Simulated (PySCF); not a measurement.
## What the settings do

Molecule: `C=C([S-])OC(F)(F)F`, [C3H2F3OS]-; geometry GFN2-xTB.

Cartesian coordinates in Å; atom numbers follow the order of the lines, from 1:
```xyz
10

C    -1.021    0.496    0.877
C    -0.782    0.822   -0.396
S    -1.559    1.922   -1.377
O     0.332    0.145   -1.127
C     1.069   -0.736   -0.577
F     2.000   -1.190   -1.455
F     1.806   -0.339    0.500
F     0.453   -1.873   -0.142
H    -0.462   -0.235    1.434
H    -1.827    0.992    1.385
```

Total charge -1.

All runs: PySCF, non-relativistic, gas phase unless a solvent (IEF-PCM) is named; grid level 2, GIAOs and SCF threshold 1e-9 unless changed. The yardstick, PBE0/pcSseg-1, gives these isotropic shieldings σ (ppm, equivalent atoms averaged): C2 0.4, C5 58.3, C1 110.8, S3 525.4, F6/F7/F8 237.6, H10 27.89, H9 28.01.

(1) What do these inputs give? (1) CAM-B3LYP/pcSseg-1; (2) LDA/3-21G; grid level 0; diis off; max_cycle 98; (3) PBE0/pcSseg-1; grid level 1; (4) wB97X-D/pcSseg-1

(2) Comment on the technical settings and failures.

Results:

(1) 
```tsv
run	outcome	functions	wall time	C2	C5	C1	S3	F6/F7/F8	H10	H9
1	converged	153	23 s	-10.4	53.7	107.3	516.2	236.9	28.00	28.17
2	not converged	80	18 s	–	–	–	–	–	–	–
3	converged	153	13 s	0.4	58.3	110.8	525.4	237.6	27.89	28.01
4	converged	153	27 s	-3.8	58.2	109.3	530.1	239.5	28.00	28.16
```

Times are on 1 thread of an Intel Xeon Platinum 8488C, shared host.

(2) 
- Run 2: The SCF stopped after 98 cycles without meeting its threshold, with DIIS switched off and the cycle limit at 98, so no response property followed.
- Run 3: Grid level 1 is coarse; it adds numerical noise and can break the equality of equivalent atoms.

Run 2 was set up unsoundly or failed; its numbers aren't to be quoted as properties of the molecule.
